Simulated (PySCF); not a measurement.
C₃H₉OSi, SMILES C[Si](C)(C)[O], multiplicity 2. Coordinates come from a PBE0-D3(BJ)/def2-SVP optimisation. The isomer is the one that the SMILES or the coordinates give; other isomers of the formula were not compared.

Calculation: PySCF with PBE0-D3(BJ)/def2-SVP.

Harmonic wavenumbers (cm⁻¹): 129, 145, 154, 171, 191, 227, 236, 241, 607, 665, 676, 687, 706, 729, 780, 848, 855, 902, 1239, 1252, 1263, 1411, 1419, 1425, 1426, 1430, 1442, 3054, 3056, 3059, 3156, 3158, 3164, 3169, 3169, 3184. Rotational constants (GHz): 3.481, 3.423, 3.070; symmetry number 1.

Q: Work out the zero-point energy and the ideal-gas rigid-rotor harmonic-oscillator thermochemistry at 298.15 K and 1 atm.

A: ZPE = ½ Σ hcν = ½ × 49426 cm⁻¹ = 295.63 kJ/mol. H − E(el) = 320.67 kJ/mol. Entropy in J/(mol K): translation 164.75, rotation 111.20, vibration 89.55, spin 5.76, total 371.27. G − E(el) = 209.98 kJ/mol. Cp = 131.52 J/(mol K). Modes under 150 cm⁻¹ make the vibrational entropy uncertain.
